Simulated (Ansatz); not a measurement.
Consider the redistribution: `[OH][Ge]([F])([F])[Cl]` + `O[Si@H](F)C[Si@H](O)F` → `[F][Ge]([F])([F])[Cl]` + `O[SiH](O)C[SiH](O)F`.

Calculated with Ansatz (gas phase, PBE0-D4/def2-TZVP geometries, no zero-point term in ΔE). CCSD(T)/CBS is the MP2 limit (def2-TZVPP, def2-QZVPP) plus CCSD(T) − MP2 in def2-TZVPP, frozen cores. Functionals use def2-TZVPP. For Ge outer-core shells are correlated without core-valence functions, which leaves a few kJ/mol of doubt a bond. Scalar relativity is left out up to krypton. Each species was taken in one conformer, which may not be the lowest.

```json
{"level": "PBE0-D4", "ΔE (kJ/mol)": "19.1", "difference from CCSD(T)/CBS": "-4.4"}
{"level": "ωB97M-V", "ΔE (kJ/mol)": "18.7", "difference from CCSD(T)/CBS": "-4.8"}
{"level": "PBE0", "ΔE (kJ/mol)": "20.6", "difference from CCSD(T)/CBS": "-2.9"}
{"level": "HF/def2-TZVPP", "ΔE (kJ/mol)": "26.2", "difference from CCSD(T)/CBS": "2.7"}
{"level": "MP2/def2-TZVPP", "ΔE (kJ/mol)": "21.3", "difference from CCSD(T)/CBS": "-2.2"}
{"level": "SCS-MP2/def2-TZVPP", "ΔE (kJ/mol)": "21.9", "difference from CCSD(T)/CBS": "-1.6"}
{"level": "HF/def2-QZVPP", "ΔE (kJ/mol)": "25.8", "difference from CCSD(T)/CBS": "2.3"}
{"level": "HF/CBS(def2)", "ΔE (kJ/mol)": "25.7", "difference from CCSD(T)/CBS": "2.2"}
{"level": "MP2/CBS(def2)", "ΔE (kJ/mol)": "23.9", "difference from CCSD(T)/CBS": "0.4"}
{"level": "CCSD/CBS(def2)", "ΔE (kJ/mol)": "24.9", "difference from CCSD(T)/CBS": "1.4"}
{"level": "CCSD(T)/CBS", "ΔE (kJ/mol)": "23.5", "difference from CCSD(T)/CBS": "0"}
```

Largest T1 diagnostic among the species: 0.012.

In def2-TZVPP, CCSD(T) changes the Hartree–Fock value by −5.4 kJ/mol (the triples alone add −1.4 kJ/mol) and MP2 by −5.0 kJ/mol.

CCSD(T)/CBS has its own doubt, a few kJ/mol and more with outer-core shells, so smaller differences from it don't rank the levels.
